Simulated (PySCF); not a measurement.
Magnetisability and related constants of `C(=C(\C#N)[SiH2]N)/C[SiH3]`, C$_{4}$H$_{10}$N$_{2}$Si$_{2}$

Method: PySCF, GIAO B3LYP/pcSseg-1 magnetisability, rotational g tensor and spin-rotation constants, non-relativistic, gas phase. Geometry: GFN2-xTB.

Input:
```
{"job": {"kind": "mag", "xc": "B3LYP", "basis": "pcSseg-1", "isotopologues": 2}, "charge": 0, "multiplicity": 1}
N      1.748119     3.416100    -0.192852
C      1.238774     2.396148    -0.339933
C      0.660197     1.129905    -0.508860
C     -0.677952     1.033375    -0.543471
C     -1.447063    -0.216315    -0.659306
Si    -2.186572    -0.701816     1.042117
Si     1.888202    -0.298640    -0.698128
N      1.667003    -1.279237     0.704510
H     -1.274509     1.935902    -0.441057
H     -0.816815    -1.028626    -1.017154
H     -2.271554    -0.078861    -1.361118
H     -3.016456     0.402573     1.529038
H     -1.107551    -0.972324     1.988384
H     -3.013572    -1.892510     0.839257
H      1.542665    -1.152663    -1.837892
H      3.224104     0.278061    -0.893346
H      1.641434    -0.829072     1.606335
H      2.192788    -2.135682     0.771820
```
Coordinates are in Å.

Command: `OMP_NUM_THREADS=1 python excited_run.py task.json out`

Problem. Show the output.

Solution. Atoms count from 0.
```
coarse grid: 15920 points
cycle   1  E = -846.7726635738  dE =  7.746e-01  |g| = 6.540e-01  |ddm| = 3.955e+00
cycle   2  E = -846.5782438842  dE =  1.944e-01  |g| = 1.140e+00  |ddm| = 1.742e+00
cycle   3  E = -846.8560527445  dE = -2.778e-01  |g| = 2.673e-01  |ddm| = 1.231e+00
cycle   4  E = -846.8712039860  dE = -1.515e-02  |g| = 7.100e-02  |ddm| = 2.446e-01
cycle   5  E = -846.8722649147  dE = -1.061e-03  |g| = 2.149e-02  |ddm| = 8.835e-02
cycle   6  E = -846.8723686724  dE = -1.038e-04  |g| = 4.336e-03  |ddm| = 2.307e-02
cycle   7  E = -846.8723734211  dE = -4.749e-06  |g| = 1.402e-03  |ddm| = 5.706e-03
final grid: 144392 points
cycle   8  E = -846.9242886280  dE = -2.548e-05  |g| = 6.204e-03  |ddm| = 2.593e-02
cycle   9  E = -846.9242778572  dE =  1.077e-05  |g| = 9.018e-03  |ddm| = 1.422e-02
cycle  10  E = -846.9242974092  dE = -1.955e-05  |g| = 1.446e-03  |ddm| = 9.133e-03
cycle  11  E = -846.9242979063  dE = -4.970e-07  |g| = 4.367e-04  |ddm| = 1.627e-03
cycle  12  E = -846.9242979412  dE = -3.491e-08  |g| = 1.694e-04  |ddm| = 4.103e-04
cycle  13  E = -846.9242979466  dE = -5.383e-09  |g| = 7.723e-05  |ddm| = 1.881e-04
cycle  14  E = -846.9242979478  dE = -1.262e-09  |g| = 1.656e-05  |ddm| = 6.632e-05
cycle  15  E = -846.9242979479  dE = -7.026e-11  |g| = 4.966e-06  |ddm| = 1.953e-05
converged SCF energy = -846.9242979479

Magnetisability tensor (1e-30 J/T^2)
    -1299.73      -98.54       -0.99
      -98.54    -1376.19       52.91
       -0.99       52.91    -1466.54
isotropic -1380.82   principal values   -1501.92  -1412.38  -1228.16
isotropic susceptibility -83.155 1e-6 cm^3/mol

Inertial axes            a          b          c
rot. const./GHz      1.7405     0.9092     0.6872
chi total           -85.831    -76.389    -87.246
chi diamagnetic    -820.780  -1429.174  -1839.143
chi paramagnetic    734.949   1352.786   1751.898
quadrupole/D A      -14.356      7.193      7.163
g nuclear            0.5789     0.5568     0.5532
g electronic        -0.6009    -0.5778    -0.5656
g total             -0.0221    -0.0210    -0.0123

Spin-rotation constants (kHz, H = +C I.J)
atom  isotope        aa         bb         cc
  0    14N        0.210      0.157      0.140
  7    14N        0.079      0.017      0.024
  8     1H       -0.171      0.106     -0.078
  9     1H       -0.165      0.011     -0.069
 10     1H       -0.147     -0.076     -0.021
 11     1H       -0.156      0.019     -0.057
 12     1H       -0.132     -0.052     -0.012
 13     1H        0.006     -0.069     -0.052
 14     1H       -0.143     -0.057      0.012
 15     1H        0.077     -0.069     -0.062
 16     1H       -0.230     -0.104     -0.003
 17     1H       -0.229      0.004     -0.086
  1    13C*       0.295      0.315      0.287
  2    13C*       0.580      0.339      0.112
  3    13C*       0.726      0.513      0.131
  4    13C*       0.286      0.154      0.097
  5   29Si*      -0.959     -0.535     -0.381
  6   29Si*      -1.033     -0.544     -0.412
* in the singly substituted isotopologue

Isotopologues: g along a, b, c
2H    at 8,9,10,11,12,1    -0.0203    -0.0186    -0.0114
15N   at 0                 -0.0213    -0.0208    -0.0121
```

It took 72 s wall time on 1 thread of an Arm Neoverse N1, shared host, peak memory 0.98 GiB.
